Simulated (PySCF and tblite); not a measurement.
Computed ¹H and ¹³C shifts (ppm) of 4 molecules with 4 carbons each, averaged over conformers at 298.15 K: GIAO PBE0/pcSseg-1 on GFN2-xTB geometries, unscaled, against TMS (¹H), TMS (¹³C) at the same level; H on other atoms than carbon is left out (PySCF, tblite).

P. ¹H: 1.24 (6H), 1.16 (2H) ¹³C: 24.0 (2C), 19.5 (2C)
Q. ¹H: 0.74 (6H), 0.69 (6H) ¹³C: 9.1 (2C), 9.0 (2C)
R. ¹H: 1.35 (2H), 1.20 (2H), 1.08 (2H), 1.01 (2H) ¹³C: 15.7 (2C), 5.3 (2C)
S. ¹H: 4.68 (2H), 0.09 (9H) ¹³C: 81.9 (1C), -3.6 (3C)

The molecules:
1. C₄H₁₁ClSi₂, SMILES Cl[SiH]1CC[SiH2]CC1
2. TMS-CH2F, C₄H₁₁FSi, SMILES C[Si](C)(C)CF
3. C₄H₁₃ClS₃Si₃, SMILES C[Si]1(C)S[SiH](Cl)S[Si](C)(C)S1
4. C₄H₁₄Si₂, SMILES C[C@H]([SiH3])[C@@H](C)[SiH3]

**Question.** Which spectrum belongs to which molecule?

**Answer.** P is 4; Q is 3; R is 1; S is 2.

Assigned:
1. [Cl:1][SiH:2]1[CH2:3][CH2:4][SiH2:5][CH2:6][CH2:7]1: ¹³C: 15.7 (C3/C7), 5.3 (C4/C6) ppm.
2. [CH3:1][Si:2]([CH3:3])([CH3:4])[CH2:5][F:6]: ¹³C: 81.9 (C5), -3.6 (C1/C3/C4) ppm.
3. [CH3:1][Si:2]1([CH3:3])[S:4][SiH:5]([Cl:6])[S:7][Si:8]([CH3:9])([CH3:10])[S:11]1: ¹³C: 9.1 (C1/C10), 9.0 (C3/C9) ppm.
4. [CH3:1][C@@H:2]([SiH3:3])[C@H:4]([CH3:5])[SiH3:6]: ¹³C: 24.0 (C2/C4), 19.5 (C1/C5) ppm.

Unscaled shifts at such levels can be off by 15 ppm or more for ¹³C and 0.8 ppm for ¹H.

For scale, the study of Cl[SiH]1CC[SiH2]CC1 took 79 s on 1 thread of Arm Neoverse V2 (shared host) (rough), launched as `OMP_NUM_THREADS=1 python ens_run.py task.json out`.
